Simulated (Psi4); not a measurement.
AgI, charge -1, doublet, at a GFN2-xTB geometry (such geometries of metal compounds can be far from the true shape) (the multiplicity is a formal guess) (core potentials on Ag, I) (a gas-phase anion, which may not be bound at this level); PBE/def2-SVPD run with Psi4.

The Psi4 input:
```
memory 2 GB

molecule {
-1 2
  Ag   -0.00000000   -0.00000000   -1.61329523
  I     0.00000000    0.00000000    1.43065803
}

set basis def2-svpd
set reference uks
set scf_type pk
set puream true
set d_convergence 1e-8
set dft_radial_points 99
set dft_spherical_points 590

energy('pbe')
print_variables()
```

**Question.** Write the output that Psi4 gives for this input, abridged.

**Answer.** 
```
   => Loading Basis Set <=

    Name: DEF2-SVPD
    Role: ORBITAL
    Keyword: BASIS

    !!!  WARNING: ECP capability is in beta. Please check occupations closely.  !!!

         ---------------------------------------------------------
                                   SCF
               by Justin Turney, Rob Parrish, Andy Simmonett
                          and Daniel G. A. Smith
                              UKS Reference
         ---------------------------------------------------------

  ==> Geometry <==

    Molecular point group: c2v
    Full point group: C_inf_v

    Geometry (in Angstrom), charge = -1, multiplicity = 2:

       Center              X                  Y                   Z               Mass
    ------------   -----------------  -----------------  -----------------  -----------------
         AG           0.000000000000     0.000000000000    -1.652162020946   106.905091600000
         I            0.000000000000     0.000000000000     1.391791239054   126.904471900000

  Running in c2v symmetry.

  Rotational constants: A = ************  B =      0.03136  C =      0.03136 [cm^-1]
  Rotational constants: A = ************  B =    940.00074  C =    940.00074 [MHz]
  Nuclear repulsion =   82.576555419333204

  Charge       = -1
  Multiplicity = 2
  Electrons    = 45
  Nalpha       = 23
  Nbeta        = 22

  ==> Algorithm <==

  SCF Algorithm Type is PK.
  DIIS enabled.
  MOM disabled.
  Fractional occupation disabled.
  Guess Type is SAD.
  Energy threshold   = 1.00e-06
  Density threshold  = 1.00e-08
  Integral threshold = 1.00e-12

  ==> Primary Basis <==

  Basis Set: DEF2-SVPD
    Blend: DEF2-SVPD
    Number of shells: 25
    Number of basis functions: 69
    Number of Cartesian functions: 77
    Spherical Harmonics?: true
    Max angular momentum: 3

  Core potential: DEF2-SVPD
    Number of shells: 8
    Number of ECP primitives: 43
    Number of ECP core electrons: 56
    Max angular momentum: 3

  ==> DFT Potential <==

   => LibXC <=

    Version 7.1.2
    S. Lehtola, C. Steigemann, M. J. T. Oliveira, and M. A. L. Marques,  SoftwareX 7, 1–5 (2018) (10.1016/j.softx.2017.11.002)

   => Composite Functional: PBE <=

    PBE GGA Exchange-Correlation Functional

    J.P. Perdew et. al., Phys. Rev. Lett., 77(18), 3865-3868, 1996

    Deriv               =              1
    GGA                 =           TRUE
    Meta                =          FALSE

    Exchange Hybrid     =          FALSE
    MP2 Hybrid          =          FALSE

   => Exchange Functionals <=

    1.0000     XC_GGA_X_PBE

   => Correlation Functionals <=

    1.0000     XC_GGA_C_PBE

   => LibXC Density Thresholds  <==

    XC_GGA_C_PBE:  1.00E-12
    XC_GGA_X_PBE:  1.00E-15

   => Molecular Quadrature <=

    Radial Scheme          =       TREUTLER
    Pruning Scheme         =           NONE
    Nuclear Scheme         =       TREUTLER

    Blocking Scheme        =         OCTREE
    BS radius alpha        =              1
    Pruning alpha          =              1
    Radial Points          =             99
    Spherical Points       =            590
    Total Points           =         109979
    Total Blocks           =            984
    Max Points             =            256
    Max Functions          =             69
    Weights Tolerance      =       1.00E-15

  ==> Integral Setup <==

  Using in-core PK algorithm.
   Calculation information:
      Number of atoms:                   2
      Number of AO shells:              25
      Number of primitives:             46
      Number of atomic orbitals:        77
      Number of basis functions:        69

      Integral cutoff                 1.00e-12
      Number of threads:                 1

  Performing in-core PK
  Using 5834640 doubles for integral storage.
  We computed 51102 shell quartets total.
  Whereas there are 52975 unique shell quartets.

  ==> DiskJK: Disk-Based J/K Matrices <==

    J tasked:                  Yes
    K tasked:                   No
    wK tasked:                  No
    Schwarz Cutoff:          1E-12

  Minimum eigenvalue in the overlap matrix is 6.8002586123E-03.
  Reciprocal condition number of the overlap matrix is 1.5943232501E-03.
    Using symmetric orthogonalization.

  ==> Pre-Iterations <==

  SCF Guess: Superposition of Atomic Densities via on-the-fly atomic UHF (no occupation information).

   -------------------------
    Irrep   Nso     Nmo
   -------------------------
     A1        31      31
     A2         6       6
     B1        16      16
     B2        16      16
   -------------------------
    Total      69      69
   -------------------------

  ==> Iterations <==

                        Total Energy        Delta E     RMS |[F,P]|

   @UKS iter SAD:  -442.38468989420488   -4.42385e+02   0.00000e+00
   @UKS iter   1:  -443.94364684971379   -1.55896e+00   2.70209e-02 ADIIS/DIIS
   @UKS iter   2:  -438.57942270237271    5.36422e+00   5.11553e-02 ADIIS/DIIS
   @UKS iter   3:  -444.63984904690830   -6.06043e+00   9.14391e-03 ADIIS/DIIS
   @UKS iter   4:  -444.60041274273004    3.94363e-02   1.00012e-02 ADIIS/DIIS
   @UKS iter   5:  -444.75308446620642   -1.52672e-01   1.86732e-03 ADIIS/DIIS
   @UKS iter   6:  -444.75599847156548   -2.91401e-03   1.33845e-03 ADIIS/DIIS
   @UKS iter   7:  -444.75743581923382   -1.43735e-03   2.19360e-04 ADIIS/DIIS
   @UKS iter   8:  -444.75747968545880   -4.38662e-05   9.32129e-05 DIIS
   @UKS iter   9:  -444.75748723102140   -7.54556e-06   2.87434e-05 DIIS
   @UKS iter  10:  -444.75748883062408   -1.59960e-06   2.64657e-06 DIIS
   @UKS iter  11:  -444.75748883976325   -9.13917e-09   4.74067e-07 DIIS
   @UKS iter  12:  -444.75748884013331   -3.70051e-10   5.47467e-08 DIIS
   @UKS iter  13:  -444.75748884013808   -4.77485e-12   1.29106e-08 DIIS
   @UKS iter  14:  -444.75748884013836   -2.84217e-13   1.82216e-09 DIIS
  Energy and wave function converged.

  ==> Post-Iterations <==

   Electrons on quadrature grid:
      Nalpha   =   22.9999995931 ; deviation = -4.069e-07
      Nbeta    =   21.9999995911 ; deviation = -4.089e-07
      Ntotal   =   44.9999991842 ; deviation = -8.158e-07

   @Spin Contamination Metric:   1.769723832E-03
   @S^2 Expected:                7.500000000E-01
   @S^2 Observed:                7.517697238E-01
   @S   Expected:                5.000000000E-01
   @S   Observed:                5.000000000E-01

    Orbital Energies [Eh]
    ---------------------

    Alpha Occupied:

[...]
    Alpha Virtual:

[...]
      31A1    56.237275

    Beta Occupied:

[...]
       5B1    -0.038489

    Beta Virtual:

[...]
    Final Occupation by Irrep:
             A1    A2    B1    B2
    DOCC [    10,    2,    5,    5 ]
    SOCC [     1,    0,    0,    0 ]
    NA   [    11,    2,    5,    5 ]
    NB   [    10,    2,    5,    5 ]

  @UKS Final Energy:  -444.75748884013836

   => Energetics <=

    Nuclear Repulsion Energy =             82.5765554193332036
    One-Electron Energy =                -952.8536584678838608
    Two-Electron Energy =                 462.0143879980215047
    DFT Exchange-Correlation Energy =     -36.4947737896092050
    Empirical Dispersion Energy =           0.0000000000000000
    VV10 Nonlocal Energy =                  0.0000000000000000
    Total Energy =                       -444.7574888401383646

  UHF NO Occupations:
  HONO-2 :    5 B1 1.9997612
  HONO-1 :    5 B2 1.9997612
  HONO-0 :   11 A1 1.0000000
  LUNO+0 :    6 B2 0.0002388
  LUNO+1 :    6 B1 0.0002388
  LUNO+2 :   12 A1 0.0002180
  LUNO+3 :   13 A1 0.0000613

Computation Completed

Properties will be evaluated at   0.000000,   0.000000,   0.000000 [a0]

Properties computed using the SCF density matrix

 Multipole Moments:

 ------------------------------------------------------------------------------------
     Multipole            Electronic (a.u.)      Nuclear  (a.u.)        Total (a.u.)
 ------------------------------------------------------------------------------------

 L = 1.  Multiply by 2.5417464519 to convert [e a0] to [Debye]
 Dipole X            :          0.0000000            0.0000000            0.0000000
 Dipole Y            :          0.0000000            0.0000000            0.0000000
 Dipole Z            :         -6.6933054            6.4320657           -0.2612397
 Magnitude           :                                                    0.2612397

 ------------------------------------------------------------------------------------

  Variable Map:
  ----------------------------------------------------------------------------
[...]
  Array Variable Map:
  ----------------------------------------------------------------------------
[...]
[...]
```
